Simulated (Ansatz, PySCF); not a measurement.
This singlet lies 3.62 eV below the relaxed triplet at the level composite: frozen-core CCSD(T) with HF/cc-pV5Z and the correlation energy extrapolated as X^-3 from cc-pVQZ and cc-pV5Z, plus CCSDT(Q) minus CCSD(T) in cc-pVTZ // B3LYP-D3(BJ)/def2-TZVP (Ansatz, a first-principles code).

Cartesian coordinates (Å):
```xyz
2

B      0.6325     0.0000     0.0000
F     -0.6325     0.0000     0.0000
```
Charge 0, spin multiplicity 1.

### Question
What dipole moment, HOMO–LUMO gap, total energy, HOMO and LUMO does PBE-D3(BJ)/def2-TZVP // B3LYP-D3(BJ)/def2-TZVP in PySCF give?

### Answer

- dipole moment: 0.226 e·Å
- HOMO–LUMO gap: 4.66 eV
- total energy: -124.5771 Ha
- HOMO: -6.76 eV
- LUMO: -2.10 eV
